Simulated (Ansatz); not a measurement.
Cost and result for the atomization energy of `F[CH2][Ga]1[SiH2][SiH2]1` (11 atoms, 11 bonds).

```tsv
atom	x (Å)	y (Å)	z (Å)
F1	-0.6834	-3.0912	0.7674
C2	-0.9781	-1.8373	1.2748
Ga3	-0.1771	-0.3698	0.2011
Si4	0.8624	0.5662	-1.7403
Si5	0.4222	1.9583	0.0642
H6	-2.0670	-1.7208	1.3055
H7	-0.6074	-1.7808	2.3042
H8	2.0960	0.4164	-2.5620
H9	-0.3431	0.6129	-2.6248
H10	-0.1583	3.3308	0.0681
H11	1.6339	1.9153	0.9419
```

Charge 0, multiplicity 1. Correlated methods include outer-core shells of Ga, which these sets cover unevenly. Scalar relativity is left out up to krypton. The structure was optimised at the PBE0-D4/def2-TZVP level. It is one conformer, not always the lowest. Program: Ansatz. All runs use 4 threads of an Arm Neoverse V2 on a shared host. Times are those of one run each, without the atoms' runs, and a repeat can differ threefold. Electronic energies, without spin–orbit coupling; frozen cores. CCSD(T)/CBS adds CCSD(T) − MP2 in def2-TZVPP to the MP2 limit, and its time is that of the two runs behind it. T1 = 0.014. With those shells the extrapolation isn't a true limit. HSE06 is the plane-wave form, built on full-range PBE exchange.

CCSD(T)/CBS is a level of theory with its own doubt, some kJ/mol a heavy atom from the limit and from the frozen cores, so smaller differences don't rank the functionals.

| level | functions | wall time |
| --- | --- | --- |
| LDA (SPW92)/def2-TZVPP | 278 | 1.8 s |
| revPBE-D4/def2-TZVPP | 278 | 2.9 s |
| BLYP-D4/def2-TZVPP | 278 | 2.9 s |
| PBE-D4/def2-TZVPP (with forces) | 278 | 3.4 s |
| HSE06-D4/def2-TZVPP | 278 | 5.5 s |
| r2SCANh-D4/def2-TZVPP | 278 | 8.5 s |
| B2PLYP/def2-TZVPP | 278 | 8.5 s |
| ωB97X-V/def2-TZVPP | 278 | 12 s |
| CCSD(T)/def2-SVP | 126 | 12 s |
| ωB97M-V/def2-TZVPP (with forces) | 278 | 18 s |
| MP2/def2-QZVPP | 523 | 32 s |
| CCSD(T)/def2-TZVPP | 278 | 5.5 min |
| CCSD(T)/CBS(def2) | – | 6 min |

What atomization energy does each give, and how far from CCSD(T)/CBS? (Best estimate.)

Ansatz gave: 
| level | atomization (kJ/mol) | difference from CCSD(T)/CBS | per bond |
| --- | --- | --- | --- |
| LDA (SPW92)/def2-TZVPP | 3755.1 | 479.1 | 43.6 |
| revPBE-D4/def2-TZVPP | 3234.1 | -41.9 | -3.8 |
| BLYP-D4/def2-TZVPP | 3228.0 | -48.0 | -4.4 |
| PBE-D4/def2-TZVPP (with forces) | 3313.4 | 37.4 | 3.4 |
| HSE06-D4/def2-TZVPP | 3269.0 | -7.0 | -0.6 |
| r2SCANh-D4/def2-TZVPP | 3274.6 | -1.4 | -0.1 |
| B2PLYP/def2-TZVPP | 3208.2 | -67.8 | -6.2 |
| ωB97X-V/def2-TZVPP | 3294.6 | 18.6 | 1.7 |
| CCSD(T)/def2-SVP | 3048.0 | -228.0 | -20.7 |
| ωB97M-V/def2-TZVPP (with forces) | 3258.5 | -17.5 | -1.6 |
| MP2/def2-QZVPP | 3260.4 | -15.6 | -1.4 |
| CCSD(T)/def2-TZVPP | 3190.8 | -85.2 | -7.7 |
| CCSD(T)/CBS(def2) | 3276.0 | 0.0 | 0.0 |

From BLYP to BHLYP (50 % exact exchange), in def2-TZVPP and without D4, the atomization energy moves by −42.0 kJ/mol: exact exchange takes away binding that semilocal exchange gives to molecules. The D4 term adds +42.0 kJ/mol with B3LYP and +22.0 kJ/mol with PBE0; it sums over pairs of atoms, weighted by their polarisabilities, and B3LYP, whose exchange is more repulsive, gets the larger term. In def2-TZVPP, CCSD(T) changes the Hartree–Fock value by +859.1 kJ/mol (the triples alone add +53.9 kJ/mol) and MP2 by +878.9 kJ/mol; breaking electron pairs costs correlation energy, which Hartree–Fock lacks.

B3LYP here is the variant with VWN-RPA as its local correlation; programs differ in this.
